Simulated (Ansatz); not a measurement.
`S[SiH]1C=C1` + H₂ → `C1=C[SiH2]1` + H₂S at 700 K and 1 bar (hydrogenolysis of the Si–S bond).

Computed with Ansatz on PBE0-D4/def2-TZVP structures; ΔE is electronic, products minus reactants. CCSD(T)/CBS is the MP2 limit (def2-TZVPP, def2-QZVPP) plus CCSD(T) − MP2 in def2-TZVPP, frozen cores. This one scheme is used for every species. Each species was taken in one conformer, which may not be the lowest.

```csv
species,CCSD(T)/CBS energy (Eh),H − E (kJ/mol),S (J/(mol·K))
`S[SiH]1C=C1`,-765.32172,190.7,409.1
H₂,-1.17544,46.8,155.3
`C1=C[SiH2]1`,-367.50726,170.7,330.3
H₂S,-398.97279,64.8,236.9
```

H − E and S are ideal-gas, rigid-rotor, harmonic terms from PBE0-D4/def2-TZVP, for one conformer and one mirror image of each species. The MP2-based limit puts H₂ 0.8 mEh under its directly extrapolated value; such offsets cancel only in part. 1 Eh = 2625.50 kJ/mol, R = 8.31446 J/(mol·K).

Question: By hand: ΔE, ΔH, ΔS and ΔG.

Answer: ΔE = (-367.50726) + (-398.97279) − (-765.32172) − (-1.17544) = 0.01711 Eh = 44.9 kJ/mol. Δ(H − E) = 170.7 + 64.8 − 190.7 − 46.8 = -2.0, so ΔH = 42.9 kJ/mol. ΔS = 330.3 + 236.9 − 409.1 − 155.3 = 2.8 J/(mol·K). ΔG = 42.9 − 700 × (2.8)/1000 = 40.9 kJ/mol.

Question: By hand: the equilibrium constant, and the temperature at which ΔG would vanish if ΔH and ΔS stayed fixed.

Answer: log₁₀ K = −ΔG/(RT ln 10) = -3.1. ΔG = 0 at ΔH/ΔS = 15321 K, far beyond where these terms or the molecules hold.

The number of gas molecules stays the same, so ΔS is small and ΔH decides. A doubt of 5 kJ/mol in ΔE shifts log₁₀ K by 0.4 here. Other conformers and mirror images would add mixing entropy, several J/(mol·K) or more a flexible species. These are equilibria of isolated gas molecules and say nothing of rates. Largest T1 diagnostic: 0.013 (customary marks: 0.02 for closed shells, 0.045 for open ones).
